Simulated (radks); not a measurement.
Initial-state core-level shifts of neutral barium when its valence configuration changes from [Xe] 6s2. All-electron calculation, scalar-relativistic Kohn-Sham, LDA (Slater exchange, Perdew-Wang correlation), spin-unpolarised, spherical densities, finite nucleus; Fermi nuclear charge, rms radius 4.8378 fm. Program: a radial shooting solver on a logarithmic mesh with Libxc functionals. Shifts are changes of the shell-averaged eigenvalues in eV (positive: less bound); the change of the density at the nucleus, which sets a Mossbauer isomer shift, is in e/bohr^3, on a base of 3.33e+05.

| valence | 1s | 3p | 4p | 5p | density at nucleus |
|---|---|---|---|---|---|
| 5d1 6s1 | +1.225 | +1.283 | +1.277 | +1.150 | -15.71 |
| 6s1 6p1 | -1.186 | -1.190 | -1.185 | -1.126 | -11.86 |
| 4f1 6s1 | -1.401 | -1.101 | -1.186 | -1.911 | -13.93 |
| 4f1 6p1 | -1.217 | -0.783 | -0.907 | -1.956 | -30.39 |
| 4f1 5d1 | -1.481 | -1.316 | -1.346 | -1.669 | -28.33 |
| 4f0.5 6p1.5 | -1.356 | -1.071 | -1.157 | -1.836 | -28.96 |
| 5d2 | +1.963 | +2.067 | +2.063 | +1.874 | -28.21 |
| 6p2 | -2.284 | -2.292 | -2.282 | -2.157 | -25.68 |
| 5d0.5 6s1.5 | +0.674 | +0.705 | +0.701 | +0.627 | -8.35 |
